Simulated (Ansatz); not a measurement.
Cd2Te. The state is a quintet with charge 0. Geometry PBE0-D4/def2-TZVP; atoms count from 1.

| atom | x (Å) | y (Å) | z (Å) |
| --- | --- | --- | --- |
| Cd1 | -1.775 | 0.247 | -0.339 |
| Cd2 | 1.339 | -0.327 | -1.194 |
| Te3 | 0.436 | 0.080 | 1.533 |

In the def2 sets Cd, Te take a core potential; there is no spin–orbit coupling. At PBE0-D4/def2-TZVP a triplet of charge 0 lies 2.94 eV below the quintet, each at its own geometry. The structure comes from a short search, and lower isomers may exist.

**Question.** Estimate the Mulliken populations from the PBE0/def2-TZVP orbitals of Ansatz.

**Answer.** 
```
atom  charge (e)  spin (α − β)  d electrons
 Cd1        0.03          1.20         9.99
 Cd2        0.03          1.20         9.99
 Te3       -0.07          1.60            –
```
Mulliken values depend strongly on the basis.

**Question.** Where does the spin sit?

**Answer.** Summed by element: Cd 2.40, Te 1.60, of 4 unpaired in all. Largest on single atoms: Te3 1.60, Cd1 1.20, Cd2 1.20.

**Question.** And the Mayer bond orders between heavy atoms (over 0.3)?

**Answer.** Cd1–Cd2 0.51 (3.28 Å); Cd1–Te3 0.66 (2.90 Å); Cd2–Te3 0.66 (2.90 Å).
